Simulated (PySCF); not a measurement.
Compound: Cu(NH2)2 (doublet state).
Bonds: Cu1–N2, Cu1–N5. Hydrogens: H3, H4 on N2; H6, H7 on N5.

Method used: PBE0-D3(BJ)/def2-SVP geometry optimisation, gas phase in PySCF.

Task: What internal coordinates does the optimisation give?

Result: 
```tsv
bond	length (Å)
Cu1–N2, Cu1–N5	1.779
N2–H3 and 3 like bonds	1.017
```

Bonds in one row agree within 0.01 Å and their mean is given. A selection of angles:
```tsv
angle	degrees
N2–Cu1–N5	180.0
Cu1–N2–H3	125.9
H3–N2–H4	108.2
```

N2 (nitrogen bonded to Cu and 2 H) is planar (angles 125.9°, 125.8° and 108.2°, sum 360.0°, 0.00 Å off the plane of its three neighbours).

Point group: D2h (every atom within 0.08 Å of its image). Not checked by PBE0-D3(BJ)/def2-SVP frequencies. ⟨S²⟩ = 0.759 (exact for a doublet: 0.75).

On one thread of an Arm Neoverse V1, no GPU, on a shared host, this took 14 s wall. That covers the optimisation of the geometry.

Caution for open-shell metal species: one SCF solution and one stationary point were followed, and a lower state or a bent or distorted shape isn't ruled out.
